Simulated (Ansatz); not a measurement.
Total energies of FH4IOSi2, SMILES `O[Si](F)([SiH3])I`.

Z-matrix (Å, degrees):
```
Si
F 1 1.596
Si 1 2.331 2 110.8
O 1 1.626 2 110.0 3 121.1
I 1 2.448 2 105.4 3 -120.3
H 3 1.484 1 108.3 2 -56.9
H 3 1.486 1 110.2 2 63.4
H 3 1.484 1 108.2 2 -176.1
H 4 0.960 1 119.4 2 73.3
```

Charge 0, multiplicity 1. Correlated methods include outer-core shells of I, which these sets cover unevenly. I takes the def2 core potential. Geometry: relaxed with PBE0-D4/def2-TZVP. It is one conformer, not always the lowest. Basis def2-TZVPP, the Gaussian-basis code of Ansatz.

RPA on PBE orbitals: Hartree–Fock energy of these orbitals -1051.35620 Eh, correlation -1.79601 Eh (frozen core).

```
functional  energy without D4 (Eh)  D4 term (kJ/mol)
 CAM-B3LYP             -1054.39736             -23.6
   ωB97X-V             -1054.26455                 –
```

Question: Give the same for LDA (SPW92), PBE, revPBE, BLYP, r2SCAN, B97M-V, PBE0, B3LYP, r2SCANh, r2SCAN0, HSE06 (plane-wave form), BHLYP, LC-ωPBE, ωB97M-V, B2PLYP, PBE-QIDH. (An estimate is asked.)

Answer: Computed: 
```csv
functional,energy without D4 (Eh),D4 term (kJ/mol)
LDA (SPW92),-1050.50288,–
PBE,-1053.93494,-26.1
revPBE,-1054.27924,-64.3
BLYP,-1054.33886,-55.3
r2SCAN,-1054.41520,-6.0
B97M-V,-1054.20411,–
PBE0,-1054.01964,-22.5
B3LYP,-1054.56400,-42.8
r2SCANh,-1054.39189,-6.7
r2SCAN0,-1054.35824,-7.5
HSE06 (plane-wave form),-1053.99751,-21.4
BHLYP,-1054.30791,-38.3
LC-ωPBE,-1054.18340,–
ωB97M-V,-1054.31829,–
B2PLYP,-1053.91882,–
PBE-QIDH,-1053.67936,–
```

B3LYP takes the VWN-RPA correlation (the form of Gaussian; ORCA's B3LYP/G). HSE06 is the plane-wave form, built on full-range PBE exchange. The double hybrids freeze the cores in their second-order part.

LC-ωPBE has ω = 0.4 bohr⁻¹.
